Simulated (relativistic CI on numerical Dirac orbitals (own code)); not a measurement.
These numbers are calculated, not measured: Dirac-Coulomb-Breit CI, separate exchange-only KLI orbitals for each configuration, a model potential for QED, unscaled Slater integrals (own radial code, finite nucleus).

The strongest absorption lines from the ground level of an ion, among the configurations computed and to levels below about 295 eV (vacuum wavelength in Å, gf): 78.670 (0.06), 79.859 (0.16), 81.903 (1.3), 82.501 (2.4), 84.566 (0.88), 86.469 (0.28), 103.64 (0.069), 141.75 (0.076).

(1) Which ion is it?
A. Zr23+
B. Zr21+
C. Kr19+
D. Mo25+

Answers

(1) A. Zr23+ has 17 electrons and the ground level 3s²3p⁵ ²P°3/2; the strongest line goes to 3s²3p⁴3d ²D5/2. The pattern of lines fixes the number of electrons, and along that sequence the line energies rise steadily with the charge (about as its square where n changes within one kind of shell, about linearly where n is kept but much faster in heavy ions where fine structure, which grows about as Z⁴, sets the gap, and irregularly where shells cross), which fixes Z. Configurations outside the model, such as inner-shell arrays, can give stronger lines. At this charge energies of transitions that change n are usually good to better than 1 %, and those within a shell (Δn = 0) to a few per cent.

LS names give the leading component of a level, which can be under half, so a name can repeat, a term be missing and a line seem to break the LS rules.
